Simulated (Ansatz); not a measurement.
Start from `C[N](C)[Zr]1234([CH3])([Cl])[C@H]5[C@@H]1[C@@H]2[C@@H]3[C@H]54` and change one atom or group to get `C[N](C)[Zr]1234([CH3])([CH3])[C@H]5[C@@H]1[C@@H]2[C@@H]3[C@H]54`.

Ansatz, PBE0-D4/def2-TZVP geometries, multiplicity 1. Each molecule was computed in one conformer, which needn't be the lowest. `C[N](C)[Zr]1234([CH3])([Cl])[C@H]5[C@@H]1[C@@H]2[C@@H]3[C@H]54` holds a close contact that its SMILES doesn't draw: H···Zr 2.55 Å.

Elements past krypton have def2 core potentials.

```json
{"property": "HOMO energy (ωB97M-V/def2-TZVPP) / eV", "`C[N](C)[Zr]1234([CH3])([Cl])[C@H]5[C@@H]1[C@@H]2[C@@H]3[C@H]54`": "-8.91"}
{"property": "LUMO energy (PBE0/def2-TZVPP) / eV", "`C[N](C)[Zr]1234([CH3])([Cl])[C@H]5[C@@H]1[C@@H]2[C@@H]3[C@H]54`": "-0.91"}
{"property": "size of the dipole moment (PBE/def2-TZVPP) / D", "`C[N](C)[Zr]1234([CH3])([Cl])[C@H]5[C@@H]1[C@@H]2[C@@H]3[C@H]54`": "2.97"}
{"property": "HOMO energy (PBE0/def2-TZVPP) / eV", "`C[N](C)[Zr]1234([CH3])([Cl])[C@H]5[C@@H]1[C@@H]2[C@@H]3[C@H]54`": "-6.63"}
{"property": "LUMO energy (PBE/def2-TZVPP) / eV", "`C[N](C)[Zr]1234([CH3])([Cl])[C@H]5[C@@H]1[C@@H]2[C@@H]3[C@H]54`": "-1.79"}
{"property": "HOMO–LUMO gap (ωB97M-V/def2-TZVPP) / eV", "`C[N](C)[Zr]1234([CH3])([Cl])[C@H]5[C@@H]1[C@@H]2[C@@H]3[C@H]54`": "9.94"}
```

Question: What does the change do to each property? (An estimate is asked.)

Answer: Computed: 
```json
{"property": "HOMO energy (ωB97M-V/def2-TZVPP) / eV", "`C[N](C)[Zr]1234([CH3])([CH3])[C@H]5[C@@H]1[C@@H]2[C@@H]3[C@H]54`": "-8.40", "shift": "0.51"}
{"property": "LUMO energy (PBE0/def2-TZVPP) / eV", "`C[N](C)[Zr]1234([CH3])([CH3])[C@H]5[C@@H]1[C@@H]2[C@@H]3[C@H]54`": "-0.64", "shift": "0.27"}
{"property": "size of the dipole moment (PBE/def2-TZVPP) / D", "`C[N](C)[Zr]1234([CH3])([CH3])[C@H]5[C@@H]1[C@@H]2[C@@H]3[C@H]54`": "1.63", "shift": "-1.34"}
{"property": "HOMO energy (PBE0/def2-TZVPP) / eV", "`C[N](C)[Zr]1234([CH3])([CH3])[C@H]5[C@@H]1[C@@H]2[C@@H]3[C@H]54`": "-6.19", "shift": "0.44"}
{"property": "LUMO energy (PBE/def2-TZVPP) / eV", "`C[N](C)[Zr]1234([CH3])([CH3])[C@H]5[C@@H]1[C@@H]2[C@@H]3[C@H]54`": "-1.54", "shift": "0.25"}
{"property": "HOMO–LUMO gap (ωB97M-V/def2-TZVPP) / eV", "`C[N](C)[Zr]1234([CH3])([CH3])[C@H]5[C@@H]1[C@@H]2[C@@H]3[C@H]54`": "9.57", "shift": "-0.37"}
```

With PBE0 the HOMO rises by 0.44 eV and the LUMO rises by 0.27 eV, so the gap narrows by about 0.17 eV. PBE moves the HOMO by 0.39 eV and ωB97M-V by 0.51 eV. Dipoles are sizes alone; their direction can turn.
